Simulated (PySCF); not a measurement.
Gas-phase reaction: 2 GaCl₂NH₂ → GaHCl₂ + 2 HCl + 2 N + GaH

Method: PySCF energies (xtb for GFN2) plus ideal-gas RRHO corrections (1 bar). † marks an energy on the PBE0/def2-TZVP geometry and frequencies; other levels use their own. MP2 and CCSD(T) freeze the core. Open shells (unrestricted): N (multiplicity 4); the rest are closed-shell singlets. GFN2 has no spin-polarisation term. B3LYP is the form with VWN-RPA correlation. Ga: all electrons, no relativistic terms. GaCl₂NH₂, GaHCl₂, GaH: computed as isolated molecules; such fragments, hydroxides, amides, oligomers or adducts are transient or little studied in the gas. MP2 isn't extrapolated to the basis-set limit; its ΔH°(298 K) is 1354.5 kJ in def2-SVP and 1432.6 kJ in def2-TZVPP. CCSD(T) isn't extrapolated to the basis-set limit; its ΔH°(298 K) is 1266.1 kJ in def2-SVP and 1339.1 kJ in def2-TZVPP. The harmonic model lacks anharmonicity and excited electronic states, which grow with temperature; levels with a mode under 35 cm⁻¹ are left out. Soft modes under 120 cm⁻¹ make the harmonic entropy rough for GaCl₂NH₂. Warning, point group unlike the PBE0 one: GaCl₂NH₂ (GFN2-xTB).

```json
[
 {"level": "B3LYP/def2-TZVP†", "ΔE electronic, kJ": "1414", "ΔH°(298 K), kJ": "1351", "ΔS°(298 K), J/K": "483", "ΔG°(1800 K), kJ": "486"},
 {"level": "BLYP/def2-TZVP†", "ΔE electronic, kJ": "1413", "ΔH°(298 K), kJ": "1350", "ΔS°(298 K), J/K": "483", "ΔG°(1800 K), kJ": "486"},
 {"level": "CCSD(T)/def2-SVP†", "ΔE electronic, kJ": "1329", "ΔH°(298 K), kJ": "1266", "ΔS°(298 K), J/K": "483", "ΔG°(1800 K), kJ": "401"},
 {"level": "CCSD(T)/def2-TZVPP†", "ΔE electronic, kJ": "1402", "ΔH°(298 K), kJ": "1339", "ΔS°(298 K), J/K": "483", "ΔG°(1800 K), kJ": "474"},
 {"level": "GFN2-xTB", "ΔE electronic, kJ": "2136", "ΔH°(298 K), kJ": "2072", "ΔS°(298 K), J/K": "484", "ΔG°(1800 K), kJ": "1205"},
 {"level": "M06-2X/def2-TZVP†", "ΔE electronic, kJ": "1495", "ΔH°(298 K), kJ": "1433", "ΔS°(298 K), J/K": "483", "ΔG°(1800 K), kJ": "568"},
 {"level": "MP2/def2-TZVPP†", "ΔE electronic, kJ": "1495", "ΔH°(298 K), kJ": "1433", "ΔS°(298 K), J/K": "483", "ΔG°(1800 K), kJ": "568"},
 {"level": "PBE/def2-TZVP†", "ΔE electronic, kJ": "1506", "ΔH°(298 K), kJ": "1443", "ΔS°(298 K), J/K": "483", "ΔG°(1800 K), kJ": "578"},
 {"level": "PBE0/def2-QZVP†", "ΔE electronic, kJ": "1469", "ΔH°(298 K), kJ": "1406", "ΔS°(298 K), J/K": "483", "ΔG°(1800 K), kJ": "541"},
 {"level": "PBE0/def2-TZVP", "ΔE electronic, kJ": "1464", "ΔH°(298 K), kJ": "1401", "ΔS°(298 K), J/K": "483", "ΔG°(1800 K), kJ": "536"},
 {"level": "r2SCAN/def2-TZVP†", "ΔE electronic, kJ": "1462", "ΔH°(298 K), kJ": "1399", "ΔS°(298 K), J/K": "483", "ΔG°(1800 K), kJ": "534"}
]
```
ΔH° is lowest at CCSD(T)/def2-SVP† and highest at GFN2-xTB. No reference value is set beside these.
